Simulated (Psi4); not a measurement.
Pair of molecules, SMILES CO with SMILES Br, pulled apart as rigid monomers along the line of their centres of mass from the B3LYP-D3(BJ)/def2-TZVP minimum (SMILES order as in the coordinates).
Starting geometry (charge 0, multiplicity 1):
```xyz
8

C      0.56062    -0.27753    -0.17024
O     -0.53157    -0.25315     0.75537
H      0.20021    -0.23210    -1.20030
H      1.07563    -1.22292    -0.01576
H      1.26092     0.54109     0.01286
H     -1.01020     0.57794     0.66183
Br     0.82410    -0.40791     3.68244
H      0.13174    -0.37411     2.39902
```

Method: SAPT0/aug-cc-pVDZ run with Psi4.

```
O2···H8 (Å)  electrostatics (kcal/mol)  exchange (kcal/mol)  induction (kcal/mol)  dispersion (kcal/mol)  total
-----------  -------------------------  -------------------  --------------------  ---------------------  -----
1.60                            -20.45                  ___                -12.58                  -6.42  -7.14
1.78                            -13.60                18.02                 -7.08                  -4.52  -7.18
2.04                             -7.81                 7.37                 -3.06                  -2.73  -6.23
2.48                             -3.69                 1.60                 -0.84                  -1.25  -4.17
3.19                             -1.57                 0.13                   ___                  -0.40  -2.00
```

Task: Complete the blanks.

Result: 
- 1.60, exchange (kcal/mol): 32.31
- 3.19, induction (kcal/mol): -0.15
